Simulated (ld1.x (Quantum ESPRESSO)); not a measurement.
# cobalt (Co): ultrasoft pseudisation with PBE, scalar-relativistic reference atom.

Input for ld1.x (Quantum ESPRESSO) 7.5:

```
&input
   title='Co', zed=27., rel=1, dft='PBE', iswitch=3,
   config='[Ar] 3d7 4s1 4p0',
   nld=3, rlderiv=3.65, eminld=-3.0, emaxld=5.0, deld=0.02
 /
 &inputp
   pseudotype=3, tm=.true., lloc=-2, rcloc=1.75,
   nlcc=.true.,
   which_augfun='PSQ', rmatch_augfun_nc=.true.,
   file_pseudopw='Co.UPF', file_wfcaegen='ae.wfc', file_wfcncgen='nc.wfc', file_beta='beta', file_chi='chi', file_wfcusgen='us.wfc'
 /
6
4S  1  0   1.00   0.00  1.75  2.20  0.0
4S  1  0   0.00   3.20  1.75  2.20  0.0
4P  2  1   0.00   0.00  2.65  3.35  0.0
4P  2  1   0.00   0.50  2.65  3.35  0.0
3D  3  2   7.00   0.00  1.25  1.65  0.0
3D  3  2   0.00  -0.60  1.25  1.65  0.0
 &test
   configts(1)='3d7 4s1 4p0'
 /
```

Command:

```bash
ld1.x < Co.in > Co.out
```

The program printed (shortened: banner, matrices, multipoles, cross overlaps and the repeated all-electron block are left out):

```
Program LD1 v.7.5
     --------------------------- All-electron run ----------------------------

     Co
     scalar relativistic calculation

     atomic number is 27.00
     dft =PBE   lsd =0 sic =0 latt =0  beta=0.20 tr2=1.0E-14
     Exchange-correlation= PBE
                           (   1   4   3   4   0   0   0)
     mesh =1193 r(mesh) =  99.89935 a.u. xmin = -7.00 dx = 0.01250
     1 Ry =  13.60569312 eV, c = 137.03599908

     n l     nl                  e(Ry)          e(Ha)          e(eV)
     1 0     1S 1( 2.00)      -558.7352      -279.3676     -7601.9795
     2 0     2S 1( 2.00)       -66.7138       -33.3569      -907.6877
     2 1     2P 1( 6.00)       -57.2291       -28.6146      -778.6420
     3 0     3S 1( 2.00)        -8.1749        -4.0874      -111.2249
     3 1     3P 1( 6.00)        -5.4735        -2.7368       -74.4708
     3 2     3D 1( 7.00)        -1.2465        -0.6232       -16.9589
     4 0     4S 1( 1.00)        -0.9380        -0.4690       -12.7626
     4 1     4P 1( 0.00)        -0.5489        -0.2744        -7.4677

     final scf error:  6.6E-16 reached in  28 iterations

     Etot =   -2785.631149 Ry,   -1392.815574 Ha,  -37900.442563 eV

     Ekin =    2821.629483 Ry,    1410.814741 Ha,   38390.224848 eV
     Encl =   -6656.762428 Ry,   -3328.381214 Ha,  -90569.866788 eV
     Eh   =    1167.744310 Ry,     583.872155 Ha,   15887.970727 eV
     Exc  =    -118.242513 Ry,     -59.121257 Ha,   -1608.771350 eV

     normalization and overlap integrals

     s(1S/1S) =  1.000000  <r> =   0.0562  <r2> =    0.0042  r(max) =   0.0366
     s(2S/2S) =  1.000000  <r> =   0.2555  <r2> =    0.0770  r(max) =   0.2131
     s(2P/2P) =  1.000000  <r> =   0.2250  <r2> =    0.0622  r(max) =   0.1723
     s(3S/3S) =  1.000000  <r> =   0.7740  <r2> =    0.6920  r(max) =   0.6648
     s(3P/3P) =  1.000000  <r> =   0.8165  <r2> =    0.7870  r(max) =   0.6816
     s(3D/3D) =  1.000000  <r> =   1.0473  <r2> =    1.4566  r(max) =   0.6648
     s(4S/4S) =  1.000000  <r> =   2.6229  <r2> =    7.8930  r(max) =   2.2071
     s(4P/4P) =  1.000000  <r> =   3.3624  <r2> =   13.0775  r(max) =   2.7640

     ------------------------ End of All-electron run ------------------------

     --------------------- Generating US pseudopotential ---------------------

      Generating local potential from pseudized AE potential:
      Matching radius rcloc =   1.7500
      Enforcing V''(0)=0 (lloc=-2)

      Local pseudo, rcloc= 1.740 Estimated cut-off energy=    10.49 Ry

      Computing core charge for nlcc:

       r > 0.44 : true rho core
       r < 0.44 : rho core = a sin(br)/r    a=  24.67  b=   4.63

      Integrated core pseudo-charge :   9.74
      Wfc-us  4S rcutus= 2.180  Estimated cut-off energy=     9.32 Ry
      Wfc-us  4S rcutus= 2.180  Estimated cut-off energy=    18.68 Ry
      Wfc-us  4P rcutus= 3.334  Estimated cut-off energy=     6.96 Ry
      Wfc-us  4P rcutus= 3.334  Estimated cut-off energy=    11.86 Ry
      Wfc-us  3D rcutus= 1.656  Estimated cut-off energy=    42.71 Ry
      Wfc-us  3D rcutus= 1.656  Estimated cut-off energy=    55.70 Ry

     Q pseudized with Bessel functions
     Expected ecutrho=     259.8818 due to l1=  2   l2=  2

     ------------------- End of pseudopotential generation -------------------

     Computing logarithmic derivative in   3.66172
     Computing logarithmic derivative in   3.66172
     Computing the partial wave expansion
     R is outside the sphere for l=    0 j= 0.00
     R is outside the sphere for l=    0 j= 0.00
     R is outside the sphere for l=    1 j= 0.00
     R is outside the sphere for l=    1 j= 0.00
     R is outside the sphere for l=    2 j= 0.00
     R is outside the sphere for l=    2 j= 0.00

     ---------------------- Testing the pseudopotential ----------------------

     Co
     scalar relativistic calculation

     atomic number is 27.00   valence charge is  9.00
     dft =PBE   lsd =0 sic =0 latt =0  beta=0.20 tr2=1.0E-14
     mesh =1193 r(mesh) =  99.89935 xmin = -7.00 dx = 0.01250

     n l     nl             e AE (Ry)        e PS (Ry)    De AE-PS (Ry)
     3 2     3D   1( 7.00)       -1.24646       -1.24646        0.00000
     1 0     4S   1( 1.00)       -0.93803       -0.93803        0.00000
     2 1     4P   1( 0.00)       -0.54886       -0.54886        0.00000

     eps = 2.7E-16  iter =  4

     Etot =   -2785.631149 Ry,   -1392.815574 Ha,  -37900.442563 eV
     Etotps =   -78.116140 Ry,     -39.058070 Ha,   -1062.824231 eV

     Ekin =      21.389020 Ry,      10.694510 Ha,     291.012442 eV
     Encl =    -116.566105 Ry,     -58.283053 Ha,   -1585.962659 eV
     Ehrt =      50.204938 Ry,      25.102469 Ha,     683.072979 eV
     Ecxc =     -35.164362 Ry,     -17.582181 Ha,    -478.435512 eV
     (Ecc =     -19.494101 Ry,      -9.747050 Ha,    -265.230755 eV)
     Epseu=       2.020369 Ry,       1.010184 Ha,      27.488520 eV

     ---------------------- End of pseudopotential test ----------------------
```

Generation and configuration tests took about 2.9 s on one core of a shared server CPU.
